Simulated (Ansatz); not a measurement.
`NC[SiH2]N` at its PBE0-D4/def2-TZVP geometry, where that method's forces vanish. The species carries charge 0 and has multiplicity 1.

```xyz
12

N     1.0947   -0.5458   -1.1232
C     1.0036   -0.3233    0.3214
Si   -0.7968   -0.0145    0.7606
N    -1.2849    1.3529   -0.1569
H     2.0587   -0.6230   -1.4230
H     0.6381   -1.4131   -1.3778
H     1.5521    0.5916    0.5675
H     1.4319   -1.1266    0.9401
H    -0.9755    0.2728    2.2104
H    -1.5521   -1.2782    0.4733
H    -0.9532    1.3804   -1.1101
H    -2.2166    1.7269   -0.0824
```

What forces (eV/Å) does r2SCAN-D4/def2-TZVPP give on these atoms in Ansatz 0.2.0? (Estimate.)

Ansatz gave: 
```
N1  -0.031  0.047 -0.244
C2  -0.031  0.032  0.247
Si3 -0.029 -0.032  0.034
N4   0.042  0.010  0.033
H5   0.030 -0.029 -0.007
H6   0.008 -0.034 -0.001
H7   0.013 -0.011 -0.006
H8   0.023 -0.007  0.020
H9   0.005 -0.005 -0.024
H10  0.018  0.005  0.002
H11 -0.028  0.013 -0.022
H12 -0.020  0.013 -0.031
```
